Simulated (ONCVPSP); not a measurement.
## Before and after: ONCV potential for boron

B (Z = 5), optimised norm-conserving Vanderbilt (ONCV), made with ONCVPSP 4.0.1 (BLYP, scalar-relativistic). Core [He], reference 2s2 2p0.5 (charge +0.5). Waves: 2s: rc 1.05 bohr, ncon 3, nbas 6, qcut 7.8 1/bohr, 2 projectors, debl 2.3 Ha; 2p: rc 2.15 bohr, ncon 3, nbas 7, qcut 6.3 1/bohr, 2 projectors, debl 1.8 Ha. Local part: polynomial inside 0.75 bohr (lpopt 5, dvloc0 2 Ha). Core correction: Teter function, fcfact 2.5, rcfact 1.25.

All-electron outer shells of the reference configuration (BLYP, scalar-relativistic, ld1.x):

| shell | level (eV) | outermost node (bohr) | outermost maximum (bohr) |
| --- | --- | --- | --- |
| 1s | -186.93 | – | 0.21 |
| 2s | -14.00 | 0.46 | 1.48 |
| 2p | -8.04 | – | 1.46 |

Change: s: qcut 7.9; p: qcut 6.4.

Cutoffs: the cutoffs (Ha) at which the residual kinetic energy of the hardest occupied pseudo-wave falls to 1 and 0.1 mHa per electron; they do not see the model core or the augmentation charge, which bear on the density cutoff. Errors are all-electron minus pseudo energies relative to the spin-unpolarised reference configuration.

Question: Predict the effect on cutoff, ghosts and configuration errors.

Answer: The potential gets neither clearly harder nor softer (12 Ha and 25 Ha → 12 Ha and 26 Ha); both files keep a bound ghost (s); the errors of the 4 common tests hardly move.

| quantity | base | changed |
| --- | --- | --- |
| cutoff, loose | 12 Ha | 12 Ha |
| cutoff, tight | 25 Ha | 26 Ha |
| loose cutoff by channel | s 12 Ha, p 11 Ha | s 12 Ha, p 11 Ha |
| bound ghosts | s | s |
| GHOST(+) flags under 300 eV | none | none |
| error for 2s2 2p1, meV [ΔE -2.86 eV] | +4.2 | +4.1 |
| error for 2s2 2p0, meV [ΔE 5.32 eV] | +12 | +12 |
| error for 2s1 2p0, meV [ΔE 30.67 eV] | +106 | +105 |
| error for 2s0 2p3, meV [ΔE 8.74 eV] | +41 | +43 |
| s: phases at 1.06 bohr within 0.05 rad from the reference energy up to (Ha; the scan ends near 5) | to the end of the scan | to the end of the scan |
| p: phases at 2.18 bohr within 0.05 rad from the reference energy up to (Ha; the scan ends near 5) | to the end of the scan | to the end of the scan |
| rms error of d²Exc/dni dnj with the model core, mHa | 4.58 | 4.57 |

 A true bound ghost makes a file unfit for plane-wave use even where its test errors are small: the radial tests pick states by their node count and pass the ghost by.
